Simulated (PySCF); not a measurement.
Ge(H)3(Me) (CH₆Ge), SMILES [CH3][GeH3].

Coordinates come from a B3LYP-D3(BJ)/def2-TZVP optimisation.

Vertical ionisation energy (IE) and electron affinity (EA) in eV. Rows of orbital energies are one-electron estimates. Where ΔSCF, EOM or ADC give a negative EA the extra electron is unbound and the value depends on the basis.

```json
[
 {"level": "−ε(HOMO), −ε(LUMO), ωB97X/def2-TZVPD (PySCF)", "IE": "11.27", "EA": "-1.92"},
 {"level": "ADC(2)/aug-cc-pVDZ (PySCF)", "IE": "10.86", "EA": "-0.71"}
]
```

Task: Beyond the first one, list the lowest photoelectron lines from PySCF with ADC(2)/aug-cc-pVDZ with their pole strengths (two spins summed). (Estimate from the structure and the level; the computed values follow.)

Result: 11.73 eV (1.85), 11.73 eV (1.85), 13.96 eV (1.80), 13.96 eV (1.80), 17.79 eV (1.78).
